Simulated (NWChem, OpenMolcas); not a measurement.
# How basis sets differ on SiCNF2 (SMILES N#C[Si](F)F)

SiCNF2 has 5 atoms, charge 0, and is taken as a doublet. As SMILES, `N#C[Si](F)F`. The coordinates come from a PBE0-D4/def2-TZVP relaxation.

Each level gives the dipole moment (D). The values are calculated.

```json
{"level": "ROHF/ANO-RCC-MB (DKH2)", "kind": "Hartree–Fock", "program": "OpenMolcas", "value (D)": "2.90", "CPU time": "4.2 s"}
{"level": "ROHF/ANO-XS-MB (DKH2)", "kind": "Hartree–Fock", "program": "OpenMolcas", "value (D)": "3.05", "CPU time": "5.9 s"}
{"level": "UHF/STO-3G", "kind": "Hartree–Fock", "program": "NWChem", "value (D)": "3.23", "CPU time": "5.4 s"}
{"level": "UHF/3-21G", "kind": "Hartree–Fock", "program": "OpenMolcas", "value (D)": "2.75", "CPU time": "4 s"}
{"level": "UHF/aug-cc-pVDZ", "kind": "Hartree–Fock", "program": "OpenMolcas", "value (D)": "2.56", "CPU time": "43 s"}
```

The values span 2.56 to 3.23 D. Magnitudes only. Sets without polarisation functions give poor dipoles. CPU times are rough (shared hosts, several kinds of processor and program).
